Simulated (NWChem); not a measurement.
System: ZrCl3F; SMILES [F][Zr]([Cl])([Cl])[Cl]

Input file for NWChem:

```
start job
memory heap 200 mb stack 900 mb global 1100 mb
geometry units angstroms noautoz
  Zr     0.000000     0.000000     0.205450
  F      0.000000     0.000000     2.085806
  Cl     1.761005     1.320961    -0.555573
  Cl    -2.024489     0.864595    -0.555573
  Cl     0.263483    -2.185556    -0.555573
end
basis spherical
  Zr library def2-svp
  F library def2-svp
  Cl library def2-svp
end
ecp
  Zr library def2-ecp
end
dft
  xc xperdew91 perdew91
  iterations 150
  mulliken
end
task dft energy
```

Parts of the log:

```
             Northwest Computational Chemistry Package (NWChem) 7.3.0
             --------------------------------------------------------

 C3  symmetry detected

                             Geometry "geometry" -> ""
                             -------------------------

 Output coordinates in angstroms (scale by  1.889725989 to convert to a.u.)

  No.       Tag          Charge          X              Y              Z
 ---- ---------------- ---------- -------------- -------------- --------------
    1 Zr                  40.0000     0.00000000     0.00000000     0.21888969
    2 F                    9.0000     0.00000000    -0.00000000     2.09924569
    3 Cl                  17.0000     2.17022988    -0.36902663    -0.54213331
    4 Cl                  17.0000    -0.76552850     2.06398752    -0.54213331
    5 Cl                  17.0000    -1.40470137    -1.69496089    -0.54213331

 Effective nuclear repulsion energy (a.u.)     755.7504822976

      Symmetry information
      --------------------

 Group name             C3
 Group number              5
 Group order               3
 No. of unique centers     3

 Summary of "ao basis" -> "ao basis" (spherical)
 ------------------------------------------------------------------------------
       Tag                 Description            Shells   Functions and Types
 ---------------- ------------------------------  ------  ---------------------
 Zr                         def2-svp                11       31   5s3p2d1f
 F                          def2-svp                 6       14   3s2p1d
 Cl                         def2-svp                 8       18   4s3p1d

      Symmetry analysis of basis
      --------------------------

        a          37
        e+         31
        e-         31

  Rotation of axis

            General Information
            -------------------
          SCF calculation type: DFT
          Wavefunction type:  closed shell.
          No. of atoms     :     5
          No. of electrons :    72
           Alpha electrons :    36
            Beta electrons :    36
          Charge           :     0
          Spin multiplicity:     1
          Use of symmetry is: on ; symmetry adaption is: on
          Maximum number of iterations: 150
          AO basis - number of functions:    99
                     number of shells:    41
          Convergence on energy requested:  1.00D-06
          Convergence on density requested:  1.00D-05
          Convergence on gradient requested:  5.00D-04

              XC Information
              --------------
                 Perdew 1991   Exchange Functional  1.000
                Perdew 1991 Correlation Functional  1.000 non-local
            Perdew 1991 LDA Correlation Functional  1.000 local

             Grid Information
             ----------------
          Grid used for XC integration:  medium
          Radial quadrature: Mura-Knowles
          Angular quadrature: Lebedev.
          Tag              B.-S. Rad. Rad. Pts. Rad. Cut. Ang. Pts.
          ---              ---------- --------- --------- ---------
          Zr                  1.55      123          10.0       590
          F                   0.50       49           9.0       434
          Cl                  1.00       88          10.0       590
          Grid pruning is: on
          Number of quadrature shells:   260
          Spatial weights used:  Erf1

      Superposition of Atomic Density Guess
      -------------------------------------

 Sum of atomic energies:       -1530.76255364

      Non-variational initial energy
      ------------------------------

 Total energy =   -1523.931949
 1-e energy   =   -2839.632056
 2-e energy   =     955.297801
 HOMO         =      -0.452616
 LUMO         =      -0.009174

      Symmetry analysis of molecular orbitals - initial
      -------------------------------------------------

  Numbering of irreducible representations:

     1 a           2 e+          3 e-

  Orbital symmetries:

     1 a           2 e+          3 e+          4 a           5 a
     6 e+          7 e+          8 a           9 e+         10 e+
    11 e+         12 e+         13 a          14 e+         15 e+
    16 a          17 a          18 a          19 e+         20 e+
    21 a          22 a          23 e+         24 e+         25 e+
    26 e+         27 a          28 a          29 e+         30 e+
    31 e+         32 e+         33 a          34 e+         35 e+
    36 a          37 a          38 e+         39 e+         40 e+
    41 e+         42 a          43 e+         44 e+         45 a
    46 a

     ---------------------------------------------
      Total Density - Mulliken Population Analysis
     ---------------------------------------------

    Atom       Charge   Shell Charges
 -----------   ------   -------------------------------------------------------
    1 Zr  12     9.66  -0.47  1.58  0.91  0.30  0.03  5.82  0.34  0.10  0.71  0.26  0.08
    2 F    9     9.69   1.99  1.16  0.79  3.59  2.15  0.00
    3 Cl  17    17.55   2.00  1.99  1.23  0.72  5.94  2.23  3.43  0.01
    4 Cl  17    17.55   2.00  1.99  1.23  0.72  5.94  2.23  3.43  0.01
    5 Cl  17    17.55   2.00  1.99  1.23  0.72  5.94  2.23  3.43  0.01

[...]
```

Level: PW91/def2-SVP with def2 effective core potentials on Zr. Coordinates come from a PBE0/def2-SVP optimisation. def2 effective core potentials on Zr; no spin-orbit coupling.
